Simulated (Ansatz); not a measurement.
Method: PBE0-D3(BJ)/def2-TZVP (Ansatz, a first-principles code). No frequencies were computed at this level.

Ansatz 0.2 input:
```yaml
crystal:
  periodic: [false, false, false]
  atoms:
    - { symbol: C, position_ang: [-1.241864, 0.076449, 0.107305] }
    - { symbol: Si, position_ang: [0.391978, 0.154064, -0.511729] }
    - { symbol: O, position_ang: [1.721603, -0.281625, 0.317959] }
    - { symbol: H, position_ang: [-1.467237, -0.273329, 1.10115] }
    - { symbol: H, position_ang: [-2.093669, 0.375545, -0.473974] }
    - { symbol: H, position_ang: [1.011291, 0.560902, -1.750249] }
    - { symbol: H, position_ang: [1.677899, -0.612007, 1.209538] }
basis:
  gaussian: { orbitals: def2-tzvp }
hamiltonian:
  xc: pbe0
  dispersion: d3bj
relax:
  max_steps: 150
```

Output:

```
Functional definition: PBE0
775 factors; their error is unknown
mean field evaluation 1: about -11009.6909 eV, gradient 7.4e1 eV
mean field evaluation 2: about -10992.8614 eV, gradient 1.0e2 eV
mean field evaluation 4: about -11020.6804 eV, gradient 1.2e1 eV
mean field evaluation 8: about -11020.9776 eV, gradient 1.2e-1 eV
mean field evaluation 16: about -11021.0127 eV, gradient 6.6e-5 eV
mean field -11021.01270750 eV, -405.0147466899 hartree, gradient 9.6e-6 eV, S^2 0.000000; 0 other end points of the search recorded, 0 dependent functions left out
reference -11021.01273408 eV, -405.0147476668 hartree; 16, 16 occupied and 107, 107 virtual orbitals, 775 factors
relax step   1: F+E_penalty+E_count = -11021.11185081 eV  Δ(F+E_penalty+E_count) = +0.000e0 eV  max|allowed force component| = 1.776e0 eV/Å  Δτ_max = 0.0000 Å  (28 SCF iters, accepted)
these checks for a lower state are left out or cut short: starts, cluster_reference, orbital_swaps, neighbouring_geometries, increment
775 factors; their error is unknown
mean field -11021.12447921 eV, -405.0188542243 hartree, gradient 1.9e-5 eV, S^2 0.000000; 0 other end points of the search recorded, 0 dependent functions left out
reference -11021.12450573 eV, -405.0188551991 hartree; 16, 16 occupied and 107, 107 virtual orbitals, 775 factors
relax step   2: F+E_penalty+E_count = -11021.22400232 eV  Δ(F+E_penalty+E_count) = -1.122e-1 eV  max|allowed force component| = 7.439e-1 eV/Å  Δτ_max = 0.0949 Å  (32 SCF iters, accepted)
these checks for a lower state are left out or cut short: starts, cluster_reference, orbital_swaps, neighbouring_geometries, increment
775 factors; their error is unknown
mean field evaluation 32: about -11021.1500 eV, gradient 1.8e-5 eV
mean field -11021.15003635 eV, -405.0197934321 hartree, gradient 1.8e-5 eV, S^2 0.000000; 0 other end points of the search recorded, 0 dependent functions left out
reference -11021.15006281 eV, -405.0197944046 hartree; 16, 16 occupied and 107, 107 virtual orbitals, 775 factors
relax step   3: F+E_penalty+E_count = -11021.24982302 eV  Δ(F+E_penalty+E_count) = -2.582e-2 eV  max|allowed force component| = 1.368e-1 eV/Å  Δτ_max = 0.0807 Å  (32 SCF iters, accepted)
these checks for a lower state are left out or cut short: starts, cluster_reference, orbital_swaps, neighbouring_geometries, increment
775 factors; their error is unknown
mean field -11021.15320890 eV, -405.0199100212 hartree, gradient 1.8e-5 eV, S^2 0.000000; 0 other end points of the search recorded, 0 dependent functions left out
reference -11021.15323528 eV, -405.0199109905 hartree; 16, 16 occupied and 107, 107 virtual orbitals, 775 factors
relax step   4: F+E_penalty+E_count = -11021.25279629 eV  Δ(F+E_penalty+E_count) = -2.973e-3 eV  max|allowed force component| = 2.422e-1 eV/Å  Δτ_max = 0.0737 Å  (29 SCF iters, accepted)
these checks for a lower state are left out or cut short: starts, cluster_reference, orbital_swaps, neighbouring_geometries, increment
775 factors; their error is unknown
mean field -11021.15599567 eV, -405.0200124331 hartree, gradient 1.7e-5 eV, S^2 0.000000; 0 other end points of the search recorded, 0 dependent functions left out
reference -11021.15602209 eV, -405.0200134038 hartree; 16, 16 occupied and 107, 107 virtual orbitals, 775 factors
relax step   5: F+E_penalty+E_count = -11021.25564179 eV  Δ(F+E_penalty+E_count) = -2.846e-3 eV  max|allowed force component| = 2.862e-2 eV/Å  Δτ_max = 0.0166 Å  (32 SCF iters, accepted)
these checks for a lower state are left out or cut short: starts, cluster_reference, orbital_swaps, neighbouring_geometries, increment
775 factors; their error is unknown
mean field -11021.15635757 eV, -405.0200257328 hartree, gradient 1.7e-5 eV, S^2 0.000000; 0 other end points of the search recorded, 0 dependent functions left out
reference -11021.15638399 eV, -405.0200267035 hartree; 16, 16 occupied and 107, 107 virtual orbitals, 775 factors
relax step   6: F+E_penalty+E_count = -11021.25605217 eV  Δ(F+E_penalty+E_count) = -4.104e-4 eV  max|allowed force component| = 1.696e-2 eV/Å  Δτ_max = 0.0123 Å  (32 SCF iters, accepted)
these checks for a lower state are left out or cut short: starts, cluster_reference, orbital_swaps, neighbouring_geometries, increment
775 factors; their error is unknown
mean field -11021.15626392 eV, -405.0200222912 hartree, gradient 1.7e-5 eV, S^2 0.000000; 0 other end points of the search recorded, 0 dependent functions left out
reference -11021.15629034 eV, -405.0200232620 hartree; 16, 16 occupied and 107, 107 virtual orbitals, 775 factors
relax step   7: F+E_penalty+E_count = -11021.25600823 eV  Δ(F+E_penalty+E_count) = +4.394e-5 eV  max|allowed force component| = 3.590e-2 eV/Å  Δτ_max = 0.0074 Å  (32 SCF iters, rejected (line search))
these checks for a lower state are left out or cut short: starts, cluster_reference, orbital_swaps, neighbouring_geometries, increment
775 factors; their error is unknown
mean field evaluation 64: about -11021.1564 eV, gradient 6.8e-5 eV
mean field -11021.15637117 eV, -405.0200262324 hartree, gradient 1.7e-5 eV, S^2 0.000000; 0 other end points of the search recorded, 0 dependent functions left out
reference -11021.15639759 eV, -405.0200272032 hartree; 16, 16 occupied and 107, 107 virtual orbitals, 775 factors
relax step   8: F+E_penalty+E_count = -11021.25608779 eV  Δ(F+E_penalty+E_count) = -3.562e-5 eV  max|allowed force component| = 7.779e-4 eV/Å  Δτ_max = 0.0036 Å  (33 SCF iters, accepted)
775 factors; their error is unknown
mean field -11021.15637117 eV, -405.0200262324 hartree, gradient 4.8e-5 eV, S^2 0.000000; 1 other end points of the search recorded, 0 dependent functions left out
reference -11021.15639759 eV, -405.0200272032 hartree; 16, 16 occupied and 107, 107 virtual orbitals, 775 factors
Total energy: -11021.25611421 eV, -405.0236917215 hartree
Atom 0 at    -1.185558     0.071210     0.108937 Å, force     0.000206     0.000116    -0.000097 eV/Å
Atom 1 at     0.406466     0.131481    -0.453070 Å, force     0.000244     0.000035     0.000778 eV/Å
Atom 2 at     1.764031    -0.296313     0.347046 Å, force    -0.000211    -0.000524    -0.000262 eV/Å
Atom 3 at    -1.487947    -0.268264     1.091557 Å, force     0.000068    -0.000205     0.000201 eV/Å
Atom 4 at    -1.983542     0.393607    -0.550702 Å, force    -0.000178    -0.000021    -0.000206 eV/Å
Atom 5 at     0.820421     0.592344    -1.787187 Å, force     0.000132     0.000045    -0.000070 eV/Å
Atom 6 at     1.666130    -0.624068     1.243419 Å, force    -0.000261     0.000554    -0.000344 eV/Å
Dipole moment:     0.135466    -0.072521     0.158420 e Å
```

Cost: very roughly 40 core-seconds.
